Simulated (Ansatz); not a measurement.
Which is lower?

The two ends of one reaction step of Si₂NH₇ClOF₃, closed shell (PBE0-D4/def2-TZVP).

A:

```
15
angstrom
Si -0.5010 0.0532 1.8714
O 0.5239 -0.1182 -1.1757
Si 0.6702 -1.6173 -1.8528
F -1.1087 0.4877 3.2605
F -1.6766 -0.5338 1.0097
Cl 0.8512 -1.4133 2.1655
H -0.8788 1.9153 -0.1422
N 0.1326 1.4742 1.1549
H -0.1970 0.4568 -1.4712
F -1.2747 1.9687 -1.0143
H 1.9202 -2.1885 -1.2995
H -0.4809 -2.4897 -1.5020
H 0.7657 -1.5276 -3.3343
H 0.9168 1.3037 0.5334
H 0.3375 2.2288 1.7967
```

B:

```
15
angstrom
Si -0.2181 -0.2628 1.1629
O 0.1395 -0.3488 -0.4567
Si 0.7110 -1.6396 -1.3731
F 0.9526 0.0610 2.2078
F -1.7409 -0.0631 1.6068
Cl -0.1873 -2.3488 1.5199
H -0.8292 2.0412 0.1426
N -0.2452 1.7441 0.9238
H -0.4653 0.8096 -1.4389
F -0.8493 1.5958 -1.8099
H 1.9502 -2.1859 -0.7820
H -0.3285 -2.6728 -1.5555
H 1.0142 -1.0027 -2.6795
H 0.6901 2.1008 0.7564
H -0.5936 2.1721 1.7753
```

Program: Ansatz 0.2.0. Basis: def2-TZVPP. Cores are frozen in the correlated methods. B3LYP uses VWN-RPA correlation.

Question: Which structure is lower at CCSD(T), and by how much? (Judge from chemistry; the value comes from the calculation.)

Answer: By the calculation: B, by 0.619 eV (electronic energy, against the other). By their contacts, A is a complex of SiNH₂ClF₂ ([NH2][Si]([F])([F])[Cl]) + SiH₄O ([OH][SiH3]) + HF and B is a complex of Si₂NH₆ClOF₂ ([NH3][Si]([F])([F])([Cl])[O][SiH3]) + HF.

All methods give the same order:

| method | E(B) − E(A) (eV) |
| --- | --- |
| SPW92 | -0.798 |
| PBE-D4 | -0.543 |
| BLYP-D4 | -0.443 |
| r2SCAN-D4 | -0.618 |
| B97M-V | -0.583 |
| PBE0-D4 | -0.592 |
| B3LYP-D4 | -0.497 |
| r2SCAN0-D4 | -0.642 |
| BHLYP-D4 | -0.563 |
| CAM-B3LYP-D4 | -0.552 |
| wB97X-V | -0.610 |
| wB97M-V | -0.628 |
| B2PLYP | -0.530 |
| PBE-QIDH | -0.655 |
| RPA on PBE | -0.599 |
| HF | -0.392 |
| MP2 | -0.629 |
| CCSD | -0.590 |
| CCSD(T) | -0.619 |

T1 diagnostic: at most 0.011.

Labels in which every atom is bracketed show which atoms are joined, not bond orders.

For scale, one of the runs: CCSD(T)/def2-TZVPP, 379 basis functions, launched by `ansatz run in.yaml --threads 4 --pin off --events-out ev --progress --plain --max-ram 66560MiB --backend cuda --devices 0, --max-vram 37GiB`. Hardware: 4 CPU threads of an AMD EPYC 7R13 and a share of one NVIDIA H100, shared host. Wall time 21 s; peak host memory 0.9 GiB.
